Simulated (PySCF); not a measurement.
# Excited states of Mn²¹⁺ (manganese, charge +21)

Ground state [He] 2s2, ¹S. All numbers are calculated (PySCF 2.14, scalar relativity by spin-free X2C-1e, in an even-tempered Gaussian basis (19 s from 0.816 bohr⁻², ratio 2.5; 10 p from 1.08 bohr⁻², ratio 2.7; 8 d from 1.22 bohr⁻², ratio 2.7; 4 f from 36 bohr⁻², ratio 2.7)). Vertical excitation energies in eV without spin-orbit coupling; excited terms of each kind are numbered among those the solver found. Frozen: nothing.

| term | leading excitation | EOM-EE-CCSD |
| --- | --- | --- |
| 1 3P° | 2s → p | 50.018 |
| 1 1P° | 2s → p | 87.226 |

Only the lower part of the computed list is shown. Doubly excited terms such as np² are absent. The solver can miss terms. The 12 highest virtual orbitals were dropped.
